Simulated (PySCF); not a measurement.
pent-4-en-1-ol (C5H10O), SMILES C=CCCCO. Atoms are numbered in the order given.

```xyz
16

C      2.6310     0.3846    -0.3540
C      1.4023     0.4107     0.1697
C      0.5589    -0.7957     0.4693
C     -0.6509    -0.9593    -0.4701
C     -1.5540     0.2639    -0.5366
O     -1.9337     0.6177     0.7805
H      3.1268    -0.5614    -0.5983
H      3.1913     1.3024    -0.5534
H      0.9459     1.3800     0.4057
H      1.1774    -1.7068     0.4174
H      0.1767    -0.7156     1.5004
H     -0.3026    -1.1836    -1.4929
H     -1.2463    -1.8247    -0.1330
H     -2.4369     0.0304    -1.1656
H     -1.0151     1.0950    -1.0349
H     -2.4719     1.4173     0.7413
```

The structure is a stationary point at B3LYP-D3(BJ)/def2-SVP. One conformer was computed; it need not be the lowest.

Two levels are set side by side: PBE/pcSseg-1 (PySCF) and PBE0/pcSseg-1 (PySCF). GIAO shifts against H2O (¹⁷O), TMS (¹H), TMS (¹³C) at the same level; non-relativistic, no solvent, atoms listed together averaged. Differences are taken from unrounded values.

```csv
quantity,PBE0
δ(¹³C) of C1 (ppm),125.1
δ(¹³C) of C2 (ppm),150.2
δ(¹³C) of C3 (ppm),34.1
δ(¹³C) of C4 (ppm),36.7
δ(¹³C) of C5 (ppm),63.8
δ(¹⁷O) of O6 (ppm),26.7
"δ(¹H) of H7, H8 (ppm)",5.64
δ(¹H) of H9 (ppm),6.71
δ(¹H) of H16 (ppm),0.46
```

Q: What does PBE give, and how far is it from PBE0? (Estimate from the structure and the level; the computed values follow.)

A: 
```tsv
quantity	PBE	PBE minus PBE0
δ(¹³C) of C1 (ppm)	123.0	-2.1
δ(¹³C) of C2 (ppm)	149.1	-1.0
δ(¹³C) of C3 (ppm)	36.4	2.2
δ(¹³C) of C4 (ppm)	38.9	2.2
δ(¹³C) of C5 (ppm)	67.1	3.3
δ(¹⁷O) of O6 (ppm)	37.2	10.4
δ(¹H) of H7, H8 (ppm)	5.58	-0.06
δ(¹H) of H9 (ppm)	6.76	0.05
δ(¹H) of H16 (ppm)	0.32	-0.14
```

Rough cost on one machine, each run with all the roots and properties that it gave: PBE0 against PBE within a factor of 2.
